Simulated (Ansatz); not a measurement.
Diphenyliodonium cyclic bis(sulfonyl)imide (C₁₅H₁₀F₆INO₄S₂), 39 atoms. Hardware: 2 threads of AMD EPYC 7R13 on a shared host and a share (18 GiB) of an NVIDIA H100 80GB HBM3.

In the def2 sets I takes a core potential; there is no spin–orbit coupling. Correlated methods freeze 40 core orbitals; core or outer-core shells of I are correlated, in sets that lack core-valence functions. Single mean-field runs in def2-SVP, def2-TZVP are fitted with def2-universal-jkfit.

(1) How many basis functions does each of these Ansatz runs have, and roughly what does it cost? LC-ωPBE (ω = 0.10 bohr⁻¹)/def2-SVP, charge 0 singlet, energy, from earlier orbitals; r2SCAN-D4/def2-TZVP, charge 0 singlet, energy and forces, from earlier orbitals; LC-ωPBE (ω = 0.20 bohr⁻¹)/def2-SVP, charge 0 singlet, energy, from earlier orbitals; PBE-D4/def2-TZVP, charge 0 singlet, energy, from earlier orbitals; PBE-D4/def2-SVP, charge 0 singlet, energy, from earlier orbitals; LC-ωPBE (ω = 0.30 bohr⁻¹)/def2-SVP, charge 0 singlet, energy, from earlier orbitals; PBE0-D4/def2-TZVP, charge 0 triplet at the geometry of the charge 0 singlet, energy; LC-ωPBE (ω = 0.15 bohr⁻¹)/def2-SVP, charge 0 singlet, energy, from earlier orbitals; r2SCANh-D4/def2-TZVP, charge 0 singlet, energy, from earlier orbitals; HF/def2-TZVP, charge 0 singlet, energy, from earlier orbitals; MP2/def2-SVP, charge 0 singlet, energy, from earlier orbitals; PBE0-D4/def2-TZVP, charge 0 singlet, energy, from earlier orbitals.

Answers

(1) Other jobs shared the machine, so times can vary by a factor of up to 3.

```csv
run,functions,fitting or Cholesky vectors,wall time,peak host memory (GiB)
"LC-ωPBE (ω = 0.30 bohr⁻¹)/def2-SVP, charge 0 singlet, energy, from earlier orbitals",476,2626,11 s,1
"PBE-D4/def2-SVP, charge 0 singlet, energy, from earlier orbitals",476,2626,12 s,0.97
"PBE-D4/def2-TZVP, charge 0 singlet, energy, from earlier orbitals",990,2626,12 s,1.2
"LC-ωPBE (ω = 0.20 bohr⁻¹)/def2-SVP, charge 0 singlet, energy, from earlier orbitals",476,2626,12 s,1
"LC-ωPBE (ω = 0.10 bohr⁻¹)/def2-SVP, charge 0 singlet, energy, from earlier orbitals",476,2626,13 s,1.1
"HF/def2-TZVP, charge 0 singlet, energy, from earlier orbitals",990,2626,14 s,1.1
"PBE0-D4/def2-TZVP, charge 0 singlet, energy, from earlier orbitals",990,2626,14 s,1.2
"LC-ωPBE (ω = 0.15 bohr⁻¹)/def2-SVP, charge 0 singlet, energy, from earlier orbitals",476,2626,15 s,1
"r2SCAN-D4/def2-TZVP, charge 0 singlet, energy and forces, from earlier orbitals",990,2626,17 s,1.2
"MP2/def2-SVP, charge 0 singlet, energy, from earlier orbitals",476,4777,17 s,1.2
"r2SCANh-D4/def2-TZVP, charge 0 singlet, energy, from earlier orbitals",990,2626,17 s,1.2
"PBE0-D4/def2-TZVP, charge 0 triplet at the geometry of the charge 0 singlet, energy",990,2626,50 s,1.8
```
